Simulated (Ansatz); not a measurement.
Geometry optimisation, RKS PBE0-D4/def2-SVP (Ansatz).

input.yaml

```yaml
crystal:
  periodic: [false, false, false]
  atoms:
    - { symbol: C, position_ang: [0.3969, 0.4811, -0.9137] }
    - { symbol: "N", position_ang: [0.2175, -0.7457, -0.2104] }
    - { symbol: B, position_ang: [-0.1451, -0.4896, 1.2477] }
    - { symbol: Cl, position_ang: [-1.658, 0.2615, 1.7456] }
    - { symbol: H, position_ang: [0.6127, 0.3139, -2.0024] }
    - { symbol: H, position_ang: [-0.6081, 1.1116, -0.9115] }
    - { symbol: H, position_ang: [1.1908, 1.1454, -0.4839] }
    - { symbol: H, position_ang: [-0.5409, -1.2551, -0.6313] }
    - { symbol: H, position_ang: [0.6227, -0.8695, 2.1427] }
basis:
  gaussian: { orbitals: def2-SVP }
hamiltonian:
  xc: pbe0
  dispersion: d4
relax:
  f_tol: 0.02
  max_steps: 40
scf:
  lower_state_search: "off"
```

Command:

```bash
$ ansatz run input.yaml --threads 1 --pin off --max-ram 2048MiB --backend cpu --events-out ev --progress --plain --runs-dir out
```

**Question.** Where does it end, and by what steps?

**Answer.** It converged. After 13 steps the energy has fallen by 1.499 eV; Cl4 moved furthest, 1.64 Å.

| step | energy less start (eV) | largest force component (eV/Å) | accepted |
| --- | --- | --- | --- |
| 0 | 0.0000 | 2.840 | yes |
| 1 | -0.2305 | 1.282 | yes |
| 2 | -0.3401 | 0.738 | yes |
| 3 | -0.4514 | 1.048 | yes |
| 4 | -0.6243 | 0.899 | yes |
| 5 | -0.8288 | 0.797 | yes |
| 6 | -1.0690 | 0.809 | yes |
| 7 | -1.2411 | 0.836 | yes |
| 8 | -1.3857 | 0.641 | yes |
| 9 | -1.4787 | 0.267 | yes |
| 10 | -1.4724 | 0.938 | no |
| 11 | -1.4911 | 0.364 | yes |
| 12 | -1.4990 | 0.021 | yes |
| 13 | -1.4994 | 0.008 | yes |

```xyz
9
Properties=species:S:1:pos:R:3
C 0.507 0.485 -0.972
N -0.405 -0.226 -0.112
B -0.262 -0.424 1.252
Cl -1.504 -1.328 2.139
H 0.895 -0.158 -1.779
H 0.030 1.363 -1.440
H 1.363 0.841 -0.383
H -1.225 -0.606 -0.574
H 0.691 0.006 1.851
```

Whether the end is a true minimum wasn't checked by a vibrational analysis.

Run time: 62 s on 1 thread of Arm Neoverse N1, with other jobs on the host, peak memory 0.14 GiB.
